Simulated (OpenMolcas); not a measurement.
# Run times for Sb2H4

Sb2H4: 6 atoms, total charge 0, spin state singlet. The shape comes from GFN2-xTB, which is rough for such elements, and wasn't checked as a minimum.

```xyz
6

Sb    0.3425   -0.7143    1.1302
Sb   -0.3319    0.7177   -1.1288
H     1.8076   -1.1483    0.3925
H    -0.3311   -2.1007    0.4250
H     0.3201    2.1121   -0.4152
H    -1.8073    1.1336   -0.4037
```

Program: OpenMolcas 26.06. Hardware: 1 thread of Arm Neoverse V1, shared host, so times are rough. Two-electron integrals are exact unless an approximation is named.

Q: Estimate their order by wall time, quickest first.
A. gradient at M06-2X/def2-SVPD (core potential), grid UltraFine
B. energy at SOS-MP2/def2-TZVPP (RICD fitting, core potential), 8 core orbitals frozen
C. energy at HF/LANL2DZ (RICD fitting, core potential)
D. energy at MP2/def2-SVP (core potential), 8 core orbitals frozen

A: C (1.5 s), D (4.2 s), B (13 s), A (41 s).
